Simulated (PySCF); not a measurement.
Structure from 2D NMR

Compound of formula C₄H₃F₇O. Correlations simulated from computed shifts and the bond graph:

HSQC (one-bond C–H):
| δH | δC |
| --- | --- |
| 4.06 | 53.6 |

HMBC (two and three bonds, from the bond graph):
| δH | δC |
| --- | --- |
| 4.06 | 125.6 |

Carbons without hydrogens: δ 127.1, 125.6, 115.0.

PySCF calculation with PBE0/pcSseg-1 with gauge-including orbitals and GFN2-xTB structure; non-relativistic Hamiltonian, averaged over atoms made equivalent by symmetry, fast rotation or ring inversion, one computed conformer, no solvent.

δ = σ(ref) − σ, references computed at the same level: $^{1}$H, $^{13}$C against TMS.

Exchangeable hydrogens are left out of these lists.

Problem. Work out the connectivity.

Solution. heptafluoropropyl methyl ether (SMILES FC(C(C(OC)(F)F)(F)F)(F)F).

Structure with atom numbers: `[CH3:1][O:2][C:3]([F:4])([F:5])[C:6]([F:7])([F:8])[C:9]([F:10])([F:11])[F:12]`; H(Xn) means a hydrogen on atom n.

1. δC 127.1 is C9, a CF3 carbon.
2. δC 125.6 is C3, a fully substituted sp3 carbon bonded to 2 F and O.
3. δC 115.0 is C6, a fully substituted sp3 carbon bonded to 2 F.
4. δC 53.6 is C1, a methyl carbon bonded to O (δH 4.06).
5. HMBC from δH 4.06 reaches the proton-free carbon C3.

The data come from this structure; uniqueness wasn't tested.

Shifts are as computed. Against solution values, carbons near 30 ppm lie about +3 ppm off and those near 130 ppm about +5 ppm. Of 1211 compounds with measured shifts, 218 miss one by over three times the rms of a fit or turn the order of signals round; such compounds aren't used in these exercises.
